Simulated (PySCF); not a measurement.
In(Cl)2(SeH) (Cl2HInSe), SMILES [Cl][In]([Cl])[SeH].

Geometry optimised at B3LYP-D3(BJ)/def2-SVP. The structure was generated by enumeration; whether it is a known compound was not checked. The def2 effective core potentials stand for the cores of In; spin–orbit coupling is left out. The values are those of a single conformer.

Two levels are set side by side: PBE/def2-TZVP (PySCF) and M06-2X/def2-TZVP (PySCF). Same geometry, gas phase. Differences are taken from unrounded values.

```json
[
 {"quantity": "orbital gap (eV)", "M06-2X": "7.06", "PBE": "3.14", "PBE minus M06-2X": "-3.92"},
 {"quantity": "highest occupied level (eV)", "M06-2X": "-9.04", "PBE": "-6.78", "PBE minus M06-2X": "2.26"},
 {"quantity": "lowest empty level (eV)", "M06-2X": "-1.98", "PBE": "-3.64", "PBE minus M06-2X": "-1.66"},
 {"quantity": "dipole moment (D)", "M06-2X": "2.17", "PBE": "2.19", "PBE minus M06-2X": "0.02"},
 {"quantity": "mean polarisability (bohr³)", "M06-2X": "87.9", "PBE": "93.2", "PBE minus M06-2X": "5.3"}
]
```

Without exact exchange PBE keeps part of each electron's self-repulsion, which lifts occupied levels and narrows the gap. PBE's more diffuse valence density responds more strongly to a field. Differences between two approximate levels are no errors against the true value.

Rough cost on one machine, each run with all the roots and properties that it gave: M06-2X against PBE about 3 times.
